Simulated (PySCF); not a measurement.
## Spin states of KSe

Unrestricted PBE0; K def2-SVP, Se def2-SVP; no relativity (PySCF 2.14). Outer shells of the fragments: K 4s1; Se 3d10 4s2 4p4.

Followed along the bond (rough minima from three points):

```
2Ms+1   unpaired  ⟨S²⟩ at the start  R at minimum (Å)  Te (eV)
    2        π ↑               0.75              2.97     0.00
    2        σ ↑               0.75              2.83     0.35
    4  σ ↑, π ↑↑               3.75  none in the scan   ≤ 2.35
```

Solutions found at the starting distance of 3.060 Å, counted from the lowest of them; the search is not exhaustive and high or unbound solutions are not listed, so other states can lie among these:

```json
{"2Ms+1": "2", "unpaired": "π ↑", "term": "²Π", "E (eV)": "0.00", "⟨S²⟩": "0.75", "⟨Lz²⟩": "1.01", "μ (D)": "-10.38"}
{"2Ms+1": "2", "unpaired": "σ ↑", "term": "²Σ⁺", "E (eV)": "0.43", "⟨S²⟩": "0.75", "⟨Lz²⟩": "0.00", "μ (D)": "-11.01"}
{"2Ms+1": "4", "unpaired": "σ ↑, π ↑↑", "term": "⁴Σ⁻", "E (eV)": "2.47", "⟨S²⟩": "3.75", "⟨Lz²⟩": "0.00", "μ (D)": "2.90"}
{"2Ms+1": "2", "unpaired": "σ ↓, π ↑↑", "term": "mixed", "E (eV)": "2.51", "⟨S²⟩": "1.75", "⟨Lz²⟩": "0.00", "μ (D)": "3.29"}
{"2Ms+1": "4", "unpaired": "σ ↑↑, π ↑", "term": "⁴Π", "E (eV)": "2.71", "⟨S²⟩": "3.75", "⟨Lz²⟩": "1.01", "μ (D)": "2.96"}
{"2Ms+1": "2", "unpaired": "σ ↑, π ↑↓", "term": "mixed", "E (eV)": "2.90", "⟨S²⟩": "1.76", "⟨Lz²⟩": "2.01", "μ (D)": "3.08"}
{"2Ms+1": "4", "unpaired": "π ↑↑↑", "term": "⁴Π", "E (eV)": "3.87", "⟨S²⟩": "3.75", "⟨Lz²⟩": "1.00", "μ (D)": "0.97"}
{"2Ms+1": "4", "unpaired": "σ ↑, π ↑↑", "term": "mixed", "E (eV)": "4.11", "⟨S²⟩": "3.75", "⟨Lz²⟩": "2.00", "μ (D)": "0.76"}
{"2Ms+1": "2", "unpaired": "σ ↑", "term": "mixed", "E (eV)": "4.18", "⟨S²⟩": "0.75", "⟨Lz²⟩": "2.00", "μ (D)": "3.09"}
{"2Ms+1": "4", "unpaired": "σ ↑, π ↑↑", "term": "mixed", "E (eV)": "4.19", "⟨S²⟩": "3.75", "⟨Lz²⟩": "2.00", "μ (D)": "0.99"}
```

A term symbol is given only where ⟨S²⟩ and ⟨Lz²⟩ are close to those of a pure state; real π, δ and φ orbitals otherwise mix terms. A positive dipole means K(−)Se(+).

Q: Compare the gap between the two lowest followed solutions at the starting distance with the gap between their minima.

A: At PBE0 the second solution (doublet, unpaired electrons σ ↑) lies +0.43 eV from the first (doublet, unpaired electrons π ↑) at 3.060 Å and +0.35 eV at the minima; the two curves relax by different amounts, since their minima lie near 2.83 and 2.97 Å.

Spin–orbit coupling is left out. Counting both spins, an empty level lies below a filled one in some of these solutions, because spin and occupation are held.
